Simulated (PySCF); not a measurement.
BF2, doublet, at a GFN2-xTB geometry; MP2/def2-TZVP in PySCF.

The PySCF input:
```python
from pyscf import gto, scf, mp

mol = gto.M(
    atom='''
F    -1.09933277   -0.18974845    0.05097832
B    -0.01799801    0.56075196   -0.01779468
F     1.10933166   -0.12178042   -0.04109239
''',
    basis='def2-tzvp',
    spin=1,
    verbose=4,
)

mf = scf.UHF(mol)
mf.kernel()

pt = mp.MP2(mf)
pt.kernel()
print('E(MP2) = %.10f' % pt.e_tot)
```

Predict the main parts of the log of this PySCF run.


```
PySCF version 2.14.0

[INPUT] verbose = 4
[INPUT] num. atoms = 3
[INPUT] num. electrons = 23
[INPUT] charge = 0
[INPUT] spin (= nelec alpha-beta = 2S) = 1
[INPUT] symmetry False subgroup None
[INPUT] Mole.unit = angstrom
[INPUT] Symbol           X                Y                Z      unit          X                Y                Z       unit  Magmom
[INPUT]  1 F     -1.099332770000  -0.189748450000   0.050978320000 AA   -2.077437855059  -0.358572603061   0.096335063090 Bohr   0.0
[INPUT]  2 B     -0.017998010000   0.560751960000  -0.017794680000 AA   -0.034011309687   1.059667628213  -0.033627071674 Bohr   0.0
[INPUT]  3 F      1.109331660000  -0.121780420000  -0.041092390000 AA    2.096333018709  -0.230131641135  -0.077653362904 Bohr   0.0

nuclear repulsion = 55.5144556060117
number of shells = 33
number of NR pGTOs = 138
number of NR cGTOs = 93
basis = def2-tzvp
ecp = {}

******** <class 'pyscf.scf.uhf.UHF'> ********
method = UHF
initial guess = minao
damping factor = 0
level_shift factor = 0
DIIS = <class 'pyscf.scf.diis.CDIIS'>
diis_start_cycle = 1
diis_space = 8
diis_damp = 0
SCF conv_tol = 1e-09
SCF conv_tol_grad = None
SCF max_cycles = 50
direct_scf = True
direct_scf_tol = 1e-13
number electrons alpha = 12  beta = 11
Set gradient conv threshold to 3.16228e-05
init E= -223.88221568793

cycle= 1 E= -223.627957808695  delta_E= 0.254  |g|= 0.424  |ddm|= 1.04
cycle= 2 E= -223.696199372159  delta_E= -0.0682  |g|= 0.247  |ddm|= 0.383
cycle= 3 E= -223.715106690204  delta_E= -0.0189  |g|= 0.045  |ddm|= 0.109
cycle= 4 E= -223.717279113054  delta_E= -0.00217  |g|= 0.0158  |ddm|= 0.066
cycle= 5 E= -223.717692515269  delta_E= -0.000413  |g|= 0.00603  |ddm|= 0.0328
cycle= 6 E= -223.71774988766  delta_E= -5.74e-05  |g|= 0.00205  |ddm|= 0.0123
cycle= 7 E= -223.717755601971  delta_E= -5.71e-06  |g|= 0.000559  |ddm|= 0.00395
cycle= 8 E= -223.717756041017  delta_E= -4.39e-07  |g|= 0.000164  |ddm|= 0.000878
cycle= 9 E= -223.717756081695  delta_E= -4.07e-08  |g|= 5.68e-05  |ddm|= 0.00035
cycle= 10 E= -223.717756086138  delta_E= -4.44e-09  |g|= 1.73e-05  |ddm|= 9.48e-05
cycle= 11 E= -223.717756086514  delta_E= -3.77e-10  |g|= 4.79e-06  |ddm|= 2.68e-05
Extra cycle  E= -223.717756086532  delta_E= -1.76e-11  |g|= 2.5e-06  |ddm|= 6.63e-06
converged SCF energy = -223.717756086532  <S^2> = 0.75213345  2S+1 = 2.0021323

******** <class 'pyscf.mp.ump2.UMP2'> ********
nocc = (np.int64(12), np.int64(11)), nmo = (93, 93)
E(UMP2) = -224.338376374416  E_corr = -0.620620287883757
E(SCS-UMP2) = -224.326336046014  E_corr = -0.608579959482306
E_corr(same-spin) = -0.157112753051772
E_corr(oppo-spin) = -0.463507534831985
E(MP2) = -224.3383763744
```
